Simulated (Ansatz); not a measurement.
Basis-set series for `CC1=CC(C)=[O+][Ga-]([F])([Cl])[O]1`. Total charge 0; spin multiplicity 1. Geometry: relaxed with PBE0-D4/def2-TZVP.

| functional | basis | functions | energy (Eh) | HOMO (eV) | LUMO (eV) |
| --- | --- | --- | --- | --- | --- |
| PBE0-D4 | def2-SVP | 197 | -2828.67887 | -7.83 | -2.29 |
| PBE0-D4 | def2-TZVPP | 436 | -2829.59275 | -7.86 | -2.34 |
| ωB97M-V | def2-SVP | 197 | -2829.27228 | -9.92 | -0.15 |
| ωB97M-V | def2-TZVPP | 436 | -2830.19850 | -9.97 | -0.25 |

Q: Give the rows for def2-QZVPP. (An estimate is asked.)

A: Ansatz gave: 
| functional | basis | functions | energy (Eh) | HOMO (eV) | LUMO (eV) |
| --- | --- | --- | --- | --- | --- |
| PBE0-D4 | def2-QZVPP | 825 | -2829.67394 | -7.88 | -2.38 |
| ωB97M-V | def2-QZVPP | 825 | -2830.27592 | -10.00 | -0.29 |

Scalar relativity is left out up to krypton.
